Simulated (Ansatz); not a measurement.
Two shapes of singlet H₃(+).

Shape 1:

```xyz
3

H     0.5222    0.0000    0.0000
H    -0.2611    0.4523    0.0000
H    -0.2611   -0.4523    0.0000
```

Shape 2:

```xyz
3

H     0.4889   -0.0161    0.0336
H    -0.2174    0.4288    0.0058
H    -0.2279   -0.4709    0.0324
```

Basis set: 6-31G* (spherical functions). All electrons are correlated. Charge 1, multiplicity 1.

Computed with Ansatz (development build ahead of 0.2.0); each method stands on the lowest determinant of its kind that the runs found.

**Question.** Which shape is lower in energy, and by how much in each method?

**Answer.**

```csv
method,E(2) − E(1) (eV)
RHF,-0.056
RHF-MP2,-0.041
```

Shape 2 is lower. Caution: stretched shape with no unrestricted run beside it, a lower state can exist. Caution for RHF-MP2: bonds are stretched, where a single reference can fail.
